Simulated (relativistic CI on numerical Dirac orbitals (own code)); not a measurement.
The magnetic moment of free Pr⁴⁺ at 300 K

Problem. Pr⁴⁺ (4f) has the ground term 2F°, whose calculated levels (Dirac-Coulomb-Breit CI, one configuration) lie at J = 5/2: 0, J = 7/2: 2909 cm⁻¹. Find the effective moment at 300 K in LS coupling.

Working.
1. S = 1/2, L = 3. The ground level J = 5/2 has g_J = 3/2 + [S(S + 1) − L(L + 1)]/[2J(J + 1)] = 0.8571 and g_J√(J(J + 1)) = 2.54 μB.
2. kT = 208.5 cm⁻¹. Populations (2J + 1)e^(−E/kT)/Z: J = 5/2: 1.000.
3. The field also mixes neighbouring J. With F_J = [(S + L + 1)² − J²][J² − (S − L)²]/J, each level gains α_J = [F_(J+1)/(E_(J+1) − E_J) − F_J/(E_J − E_(J−1))]/[6(2J + 1)], and μ²(J) = g_J²J(J + 1) + 3kT α_J.
4. Values of μ²(J): J = 5/2: 6.429 + 0.082.
5. The thermal average gives μ_eff = 2.55 μB, or χT = μ²/8 = 0.81 cm³ K mol⁻¹.

Check. With the measured levels of this term (Martin, Zalubas and Hagan, Atomic Energy Levels: The Rare-Earth Elements, NSRDS-NBS 60 (1978): 5/2: 0, 7/2: 3027) the same steps give μ_eff = 2.55 μB. The computed ground level holds 100 % of 2F° and has g = 0.8559, with g_s = 2.0023, relativistic corrections, against 0.8571 above. The excited levels lie far above kT, so the ground-level formula is enough. A crystal field changes the moment at low temperature.
